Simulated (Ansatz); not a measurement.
```xyz
9

Al    0.507   -0.878   -1.600
N     0.049   -0.035   -0.054
Si   -1.106    0.697    1.054
C     0.694    0.422    1.053
Se    2.361    0.455    1.626
H    -0.738   -1.163   -2.527
H     2.000   -1.254   -1.915
H    -1.716    1.975    0.631
H    -2.050   -0.218    1.731
```

Charge 0, multiplicity 1.

Problem. List the PBE0/def2-TZVPP orbital energies in eV (the Gaussian-basis code of Ansatz). (An estimate is asked.)

Solution. Ansatz gave: Occupied: -12360.56, -1803.66, -1583.37, -1528.41, -1420.39, -1420.37, -1420.32, -392.23, -280.73, -213.79, -157.37, -157.29, -157.10, -145.97, -114.28, -100.67, -100.61, -100.59, -74.41, -74.22, -74.17, -57.41, -57.37, -57.21, -57.14, -57.11, -26.41, -19.67, -16.38, -14.81, -12.27, -11.90, -11.30, -10.69, -9.95, -8.94, -8.36, -6.77, -5.75. Lowest empty: -2.29, -1.08, -0.71, 0.39, 0.75, 1.00, 1.07, 2.01.
